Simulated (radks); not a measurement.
Results of a calculation; reference values are marked as such.
Be IV, configuration 1s1 (the NIST ground configuration).

Code: a radial shooting solver on a logarithmic mesh with Libxc functionals. Model: non-relativistic Kohn-Sham, PBE, spin-polarised, spherical densities, point nucleus; open shells are filled with parallel spins first.

Energy parts (hartree):
total: -7.98075
kinetic: 7.97452
electron-nucleus: -15.97379
Hartree: 1.24382
exchange-correlation: -1.22530

Orbitals (lengths in bohr, moments of r in powers of bohr; r(90%) holds 90 % of the orbital's charge):
orbital,occ.,eigenvalue (hartree),<1/r>,r(90%)
1s up,1,-7.07507,3.993,0.673

The highest occupied level is 1s up at -192.52 eV. The electron density at the nucleus is 20.57 e/bohr^3. The spin density at the nucleus is 20.57 e/bohr^3 (1s 20.57), a Fermi contact field of 1.08e+03 T. Summed over all electrons, <r^2> = 0.1912 bohr^2, which gives a Langevin (diamagnetic) susceptibility term of -0.151 x 10^-6 cm^3/mol. Virial ratio -V/T = 2.00078.
